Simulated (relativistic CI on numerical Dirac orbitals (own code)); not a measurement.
# What each ingredient does to the levels of Pm⁵³⁺

Base calculation: Dirac-Coulomb-Breit CI, orbitals from a KLI potential per configuration, a model potential for QED, unscaled Slater integrals.

Configuration list (outside the closed core 1s2): 2s²2p⁴, 2s2p⁵, 2p⁶, 2p⁵3s, 2p⁵3p, 2p⁵3d, 2s²2p³3s, 2s²2p³3p, 2s²2p³3d, 2s2p⁴3s, 2s2p⁴3p, 2s2p⁴3d, 2s²2p³4s, 2s²2p³4p, 2s²2p³4d, 2s²2p³4f. Levels of other configurations are missing.

The lowest level and the first level of each name with at least 55 % of one term (blank where a level has no safe partner in the second run):

| Level | Base (eV) | Shift (eV) |
| --- | --- | --- |
| 2s²2p⁴ ³P2 | 0.00 | 0.00 |
| 2s²2p⁴ ¹S0 | 45.70 |  |
| 2s²2p⁴ ³P1 | 579.33 | -579.33 |
| 2s²2p⁴ ¹D2 | 597.30 | -564.42 |
| 2s2p⁵ ³P°2 | 887.19 | -621.38 |
| 2s2p⁵ ¹P°1 | 951.56 |  |
| 2s²2p⁴ ³P0 | 1193.56 |  |
| 2s2p⁵ ³P°0 | 1475.75 | -1209.94 |
| 2s2p⁵ ³P°1 | 1510.12 |  |
| 2p⁶ ¹S0 | 1873.71 | -1252.71 |
| 2s²2p³3p ³P0 | 6080.44 | -84.34 |
| 2s²2p³3d ³P°0 | 6144.29 |  |
| 2s²2p³3s ³S°1 | 6354.44 |  |
| 2s²2p³3s ³D°3 | 6368.07 | -413.73 |

At this charge energies of transitions that change n are usually good to better than 1 %, and those within a shell (Δn = 0) to a few per cent.

(1) One thing was changed in a second run, which moved the levels as shown. Which?
A. QED terms removed
B. Breit term removed
C. valence Slater integrals scaled by 0.9
D. non-relativistic limit
E. configuration mixing switched off

Results:

(1) D. Non-relativistic limit. Without relativity the fine structure collapses and s electrons lose their extra binding.

LS names give the leading component of a level, which can be under half, so a name can repeat, a term be missing and a line seem to break the LS rules.
